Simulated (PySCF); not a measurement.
The calculation used PySCF, delta-SCF UKS SCAN, pcX-2 on the ionised atom, pcseg-1 elsewhere, spin-free X2C. Geometries: GFN2-xTB; isolated species, one conformer each. Kα1 is taken as the energy difference of the 1s-hole and 2p3/2-hole states at the ground state's geometry. The 2p values add to the ΔSCF energy of one spin-free hole a correction within the shell (spin–orbit coupling, ligand field).

```csv
site,Si 2p3/2 (eV)
silicon in `C=CCO[SiH2]F`,108.28
silicon in `C(=O)[C@H](C[SiH3])F`,106.61
silicon in `C[Si@@H]1OC[C@@H]1F`,107.22
silicon in `CC[Si@@H](F)C=O`,107.86
silicon in `FC[C@H]1C[SiH2]O1`,107.48
```

Q: What are the Si 1s binding energies, and the Kα1 emission energies that follow?

A: 
```json
{"site": "silicon in `C(=O)[C@H](C[SiH3])F`", "bonded to": "C and 3 H", "1s (eV)": "1846.36", "2p3/2 (eV)": "106.61", "Kα1 = 1s − 2p3/2 (eV)": "1739.75"}
{"site": "silicon in `C[Si@@H]1OC[C@@H]1F`", "bonded to": "O, 2 C and H", "1s (eV)": "1847.07", "2p3/2 (eV)": "107.22", "Kα1 = 1s − 2p3/2 (eV)": "1739.85"}
{"site": "silicon in `FC[C@H]1C[SiH2]O1`", "bonded to": "O, C and 2 H", "1s (eV)": "1847.32", "2p3/2 (eV)": "107.48", "Kα1 = 1s − 2p3/2 (eV)": "1739.84"}
{"site": "silicon in `CC[Si@@H](F)C=O`", "bonded to": "F, 2 C and H", "1s (eV)": "1847.71", "2p3/2 (eV)": "107.86", "Kα1 = 1s − 2p3/2 (eV)": "1739.85"}
{"site": "silicon in `C=CCO[SiH2]F`", "bonded to": "F, O and 2 H", "1s (eV)": "1848.35", "2p3/2 (eV)": "108.28", "Kα1 = 1s − 2p3/2 (eV)": "1740.07"}
```

Ranges: 1s 1.99 eV, 2p3/2 1.67 eV, Kα1 0.32 eV. A straight-line fit of 1s on 2p3/2 has slope 1.17.
